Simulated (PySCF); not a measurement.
Molecule: `InChI=1S/C7H10O/c8-7-5-1-2-6(7)4-3-5/h5-6H,1-4H2/t5-,6+`.

Geometry (Å), atoms numbered from 1 in this order:
```xyz
18

O     0.486   -0.001   -2.592
C     0.265   -0.001   -1.419
C     0.102    1.138   -0.429
C    -1.279    0.800    0.143
C    -1.309   -0.748    0.139
C     0.058   -1.138   -0.436
C     1.139   -0.798    0.596
C     1.169    0.750    0.601
H     0.197    2.147   -0.823
H    -1.406    1.210    1.145
H    -2.066    1.207   -0.491
H    -1.450   -1.158    1.139
H    -2.113   -1.122   -0.495
H     0.112   -2.147   -0.837
H     2.103   -1.207    0.289
H     0.895   -1.208    1.576
H     2.148    1.123    0.299
H     0.940    1.160    1.584
```

Frames of a GFN2-xTB Langevin trajectory at 200 K; GIAO PBE0/pcSseg-1 shieldings in PySCF, gas phase, non-relativistic; equivalent atoms averaged within each frame.

δ = σ(ref) − σ, references computed at the same level: H2O for 17O (336.08 ppm); 13C (186.93 ppm), 1H (31.72 ppm) vs TMS. The references are static minima.

How do the shifts (ppm) fluctuate along the trajectory?

## Answers


```
         time (fs)     O1     C2  C3/C6  C4/C5/C7/C8  H10/H12/H16/H18  H11/H13/H15/H17  H9/H14
optimised geometry  619.6  217.9   39.9         26.9             1.45             1.96    1.52
               250  643.4  220.3   40.8         29.9             2.09             2.02    1.52
               425  636.4  225.6   40.8         31.1             2.07             2.40    1.60
               625  642.1  224.9   40.4         30.8             1.73             2.87    1.51
               800  627.1  227.0   42.3         25.5             1.62             1.69    1.82
              1000  642.4  222.0   41.7         29.2             1.66             1.95    1.92
    mean of frames  638.3  224.0   41.2         29.3             1.83             2.19    1.68
standard deviation    6.8    2.7    0.8          2.2             0.23             0.46    0.18
```

5 frames give an uncertainty of the mean of about the standard deviation over 2.2 at best, since frames this close in time may not be independent; classical motion lacks zero-point vibration, and the reference would need the same averaging.
